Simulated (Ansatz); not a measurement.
# A basis-limit estimate, worked out

An elementary step of SiH5O3F, closed shell (SiH₄O₃ ([OH][SiH]([OH])[OH]) + HF → SiH₃O₃F ([OH][Si]([OH])([OH])[F]) + H₂; Si–H, H–F broken or loosened, Si–F, H–H formed or tightened). “Start” and “end” are the PBE0-D4/def2-TZVP structures reached by relaxing down either side of its saddle point, with the molecules still in contact.

Program: Ansatz 0.2.0. Basis: def2-TZVPP and def2-QZVPP. Cores are frozen in the correlated methods.

Energies in eV:

| quantity | end | start |
| --- | --- | --- |
| Hartree–Fock, triple zeta (X = 3) | -16769.26586 | -16767.82421 |
| Hartree–Fock, quadruple zeta (X = 4) | -16769.98812 | -16768.51805 |
| MP2 correlation, X = 3 | -30.30099 | -30.40121 |
| MP2 correlation, X = 4 | -32.90937 | -33.01501 |
| CCSD(T) correlation, X = 3 | -31.71953 | -31.84211 |

Question: Work out the step energy at the basis limit: extrapolate Hartree–Fock as E(X) = E∞ + A exp(−7.88 √X) and the MP2 correlation as E(X) = E∞ + B X^−2.97 (the exponents that Neese and Valeev fitted for def2-TZVPP and QZVPP), then add CCSD(T) − MP2 in triple zeta.

Answer: Each step is linear, so take the differences first (end − start): Hartree–Fock -1.44165 (X = 3) and -1.47007 (X = 4); MP2 correlation 0.10022 and 0.10564; CCSD(T) correlation 0.12258.
Two points give E∞ = E(4) + w [E(4) − E(3)], with w = 1/(exp(7.88 (2 − √3)) − 1) = 0.1377 for Hartree–Fock and w = 1/((4/3)^2.97 − 1) = 0.7407 for the correlation.
Hartree–Fock: -1.47007 + 0.1377 × (-0.02842) = -1.4740 eV.
MP2 correlation: 0.10564 + 0.7407 × 0.00542 = 0.1097 eV.
CCSD(T) − MP2: 0.12258 − 0.10022 = 0.0224 eV.
Sum: -1.4740 + 0.1097 + 0.0224 = -1.3419 eV, or -30.94 kcal/mol. Plain CCSD(T) in triple zeta gives -1.3191 eV, so the larger basis shifts the result by -0.0228 eV.

No T1 diagnostic of these runs exceeds 0.013.

Labels in which every atom is bracketed show which atoms are joined, not bond orders.

For scale, one of the runs: CCSD(T)/def2-TZVPP, 236 basis functions, launched by `ansatz run in.yaml --threads 4 --pin off --events-out ev --progress --plain --max-ram 9574MiB`. Hardware: 4 CPU threads of an Arm Neoverse V1, shared host. Wall time 2.6 min; peak host memory 4.7 GiB.
